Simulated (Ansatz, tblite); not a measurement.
Isomers of Ag4Se⁻ (doublet), found by a short tight-binding search and relaxed with PBE-D4/def2-SVPD in Ansatz.

In the def2 sets Ag takes a core potential; there is no spin–orbit coupling. The xTB rows come from tblite. B3LYP takes the VWN-RPA correlation. Correlated methods freeze 9 core orbitals; core or outer-core shells of Ag, Se are correlated, in sets that lack core-valence functions.

Run but left out: HF/def2-TZVPD, MP2/def2-TZVPD (A: ⟨S²⟩ 1.13, where a pure state has 0.75).

A: At PBE-D4/def2-TZVPD, revPBE-D4/def2-TZVPD, r2SCAN-D4/def2-TZVPD, r2SCANh-D4/def2-TZVPD and others the highest occupied level of the charge -1 doublet lies above zero (up to 0.50 eV). It is a level of α spin, whose loss leaves a singlet; that state wasn't run at this geometry and level. The electron is either unbound and held by the finite basis, or the level is raised by self-interaction error. At PBE-D4/def2-TZVPD, revPBE-D4/def2-TZVPD the gap within one spin of the charge -1 doublet nearly closes, so an electron or hole may be smeared out by delocalisation error.

Other spin states weren't relaxed.

A:

```csv
atom,x (Å),y (Å),z (Å)
Ag1,1.676,-0.120,0.144
Ag2,-0.928,1.107,0.803
Ag3,0.335,1.354,-1.740
Ag4,-0.940,-1.043,-0.872
Se5,-0.143,-1.297,1.666
```

B:

Cartesian coordinates in Å:
```
Ag -1.123 -1.718 0.092
Ag 0.431 2.822 0.188
Ag -1.568 0.962 0.507
Ag 1.020 0.205 -0.233
Se 1.239 -2.270 -0.554
```

Estimate their order by electronic energy at RPA@PBE/def2-TZVPD, counted from the lowest.

B (0.00) < A (0.37), in eV.

Do the other levels pick the same lowest one?

All that were run do. Energies above each level's lowest (eV):

```json
{"level": "GFN1-xTB", "A": "0.26", "B": "0.00"}
{"level": "PBE-D4/def2-TZVPD", "A": "0.52", "B": "0.00"}
{"level": "revPBE-D4/def2-TZVPD", "A": "0.51", "B": "0.00"}
{"level": "r2SCAN-D4/def2-TZVPD", "A": "0.56", "B": "0.00"}
{"level": "r2SCANh-D4/def2-TZVPD", "A": "0.55", "B": "0.00"}
{"level": "B3LYP-D4/def2-TZVPD", "A": "0.59", "B": "0.00"}
{"level": "PBE0-D4/def2-TZVPD", "A": "0.50", "B": "0.00"}
{"level": "RPA@PBE/def2-TZVPD", "A": "0.37", "B": "0.00"}
```
Point groups (tolerance 0.1 Å): A Cs, B Cs. Lower isomers may exist.
